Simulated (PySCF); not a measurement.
CH4ClInO2, SMILES C[O][In]([OH])[Cl].

Geometry optimised at B3LYP-D3(BJ)/def2-SVP. The def2 effective core potentials stand for the cores of In; spin–orbit coupling is left out. Other conformers were not sampled.

Level of theory: B3LYP-D3(BJ)/def2-SVP run with PySCF 2.14.0.

Frequencies are harmonic and unscaled.

```tsv
mode	ν (cm⁻¹)	IR (km/mol)	Raman (Å⁴/amu)	depolarisation	moving atoms (share of kinetic energy)
1	37	1.9	0.0	–	H 72 %, O 12 %, C 11 %
2	73	2.5	2.1	0.75	C 28 %, Cl 27 %, In 19 %, O 14 %, H 13 %
3	82	0.3	0.0	–	H 32 %, In 21 %, O 17 %, C 15 %, Cl 14 %
4	106	19.5	2.8	0.74	O 60 %, Cl 18 %, In 10 %, H 9 %
5	145	36.9	0.1	0.75	O 59 %, In 19 %, H 18 %
6	231	11.2	4.2	0.23	O 36 %, C 34 %, H 19 %
7	285	85.4	0.7	0.75	H 92 %
8	363	38.4	15.8	0.18	Cl 76 %, In 20 %
9	536	23.7	31.4	0.18	O 72 %, In 12 %, C 9 %
10	604	70.4	12.2	0.26	O 83 %, In 15 %
11	839	88.6	1.8	0.74	H 93 %
12	1099	215.2	17.2	0.38	O 51 %, C 44 %
13	1166	0.2	2.5	0.75	H 77 %, C 18 %
14	1180	0.7	10.0	0.12	H 75 %, C 19 %
15	1467	13.3	16.6	0.59	H 93 %
16	1468	2.1	22.6	0.75	H 96 %
17	1479	41.4	19.1	0.70	H 92 %
18	2971	106.8	177.2	0.02	H 97 %
19	3034	51.4	86.2	0.75	H 90 %, C 10 %
20	3065	28.7	224.4	0.52	H 91 %, C 9 %
21	3810	62.8	142.6	0.27	H 94 %
```
